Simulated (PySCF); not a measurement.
**Low-lying terms of B³⁺ (boron, charge +3)**

Ground state 1s2, ¹S. Calculation: PySCF 2.14, in aug-cc-pVTZ with one added diffuse shell each of s, p, d, f type (6s5p4d3f, 62 functions); the non-relativistic Hamiltonian (point nucleus). Vertical excitation energies in eV without spin-orbit coupling; excited terms of each kind are numbered among those the solver found. Frozen: nothing.

```tsv
term	leading excitation	EOM-EE-CCSD
1 3S	1s → s	198.05
1 1S	1s → s	202.25
1 3P°	1s → p	202.58
1 1P°	1s → p	205.07
2 3S	1s → s	232.81
2 1S	1s → s	233.90
2 3P°	1s → p	234.06
1 3D	1s → d	234.58
1 1D	1s → d	234.59
2 1P°	1s → p	234.88
1 3F°	1s → f	245.12
1 1F°	1s → f	245.12
2 3D	1s → d	245.17
2 1D	1s → d	245.18
```

Doubly excited terms such as np² are absent. The solver can miss terms.
